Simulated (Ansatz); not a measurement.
Zn2Cu, relaxed as a doublet with UKS PBE-D4/def2-TZVP in Ansatz, starting from the GFN1-xTB geometry. Force threshold 0.02 eV/Å.

The structure comes from a short search, and lower isomers may exist.

Start:

```xyz
3

Cu   -0.552    0.396    1.096
Zn   -0.859   -0.839   -0.889
Zn    1.411    0.444   -0.206
```

| step | energy (eV) | largest force component (eV/Å) | SCF passes |
| --- | --- | --- | --- |
| 1 | -141459.6379 | 0.853 | 41 |
| 2 | -141459.7458 | 0.420 | 24 |
| 3 | -141459.8160 | 0.192 | 24 |
| 4 | -141459.8788 | 0.056 | 24 |
| 5 | -141459.8909 | 0.061 | 24 |
| 6 | -141459.9026 | 0.071 | 23 |
| 7 | -141459.9147 | 0.086 | 29 |
| 8 | -141459.9230 | 0.139 | 27 |
| 9 | -141459.9325 | 0.091 | 23 |
| 10 | -141459.9421 | 0.016 | 27 |
| 11 | -141459.9454 | 0.045 | 28 |
| 12 | -141459.9460 | 0.016 | 18 |
| 13 | -141459.9461 | 0.002 | 23 |

Force components are those of the run's own axes.

End:

```xyz
3

Cu   -0.001    0.000    0.001
Zn   -2.084   -1.178   -0.627
Zn    2.085    1.177    0.626
```

Bonds lost: Zn2–Zn3 (atoms count from 1).

The force fell under the threshold at step 10, but the optimiser went on and released 0.004 eV more. No frequencies were taken in this run, so the end may be a saddle point.

Hardware: 4 threads of Arm Neoverse V1 on a shared host. Wall time 25 s.
